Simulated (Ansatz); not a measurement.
Saddle point of CH$_{5}$InS, singlet (CH₅InS ([CH3][InH][SH]) → CH₃InS ([CH3][In][S]) + H₂; bonds formed: H2–H4; bonds broken: In1–H2, S3–H4), PBE0-D4/def2-TZVP structure:

```xyz
8
angstrom
In -0.0785 -0.5541 -0.3771
H -0.5042 0.6945 -1.9330
S -0.4795 -1.9857 -2.1284
H -0.5772 -0.2834 -2.3305
C 0.3564 0.4063 1.4625
H -0.5344 0.9361 1.7994
H 1.1646 1.1193 1.3017
H 0.6526 -0.3329 2.2053
```

Energies are electronic, without zero-point energy. Barriers and step energies count from the start structure reached by relaxing down the imaginary mode; all methods use the PBE0-D4 structures, on which another method's saddle can fall below an end. Program: Ansatz 0.2.0. Basis: def2-TZVPP, with def2-QZVPP for the basis limit. Cores are frozen in the correlated methods. Filled d shells of the heavier atoms are correlated. Core potentials replace the inner electrons of the atoms past krypton. The def2 sets are not built for correlating such inner shells, so the correlated values are less sure here. B3LYP uses VWN-RPA correlation. Extrapolation: Hartree–Fock as exp(−7.88 √X), correlation as X^−2.97.

| method | barrier (eV) | step energy (eV) |
| --- | --- | --- |
| SPW92 | 1.629 | 0.813 |
| PBE-D4 | ? | 0.573 |
| BLYP-D4 | 1.819 | 0.451 |
| r2SCAN-D4 | 1.871 | 0.660 |
| B97M-V | 1.926 | 0.742 |
| PBE0-D4 | 1.956 | 0.737 |
| B3LYP-D4 | ? | 0.609 |
| r2SCAN0-D4 | 2.039 | 0.772 |
| BHLYP-D4 | 2.270 | 0.793 |
| CAM-B3LYP-D4 | 2.181 | 0.794 |
| wB97X-V | 2.239 | 0.862 |
| wB97M-V | ? | 0.812 |
| B2PLYP | 2.025 | 0.597 |
| PBE-QIDH | 2.082 | 0.770 |
| RPA on PBE | 2.059 | 0.646 |
| HF | 2.688 | 0.924 |
| MP2 | 2.024 | 0.582 |
| CCSD | 2.242 | 0.779 |
| CCSD(T) | 2.100 | 0.691 |

Question: Fill in the withheld barriers. (To be estimated.)

Answer: The calculation gives: wB97M-V 2.177; B3LYP-D4 2.003; PBE-D4 1.727 eV. Each is the energy of the saddle less that of the start structure, by the same method.

For comparison, the barrier by CCSD(T) at an estimated basis limit (MP2 extrapolated from triple and quadruple zeta, plus CCSD(T) − MP2 in triple zeta) is 2.033 eV.

The T1 diagnostic stays at or below 0.018.

Labels in which every atom is bracketed show which atoms are joined, not bond orders.

For scale, one of the runs: CCSD(T)/def2-TZVPP, 193 basis functions, launched by `ansatz run in.yaml --threads 4 --pin off --events-out ev --progress --plain --max-ram 9574MiB`. Hardware: 4 CPU threads of an Intel Xeon, shared host. Wall time 56 s; peak host memory 2.3 GiB.
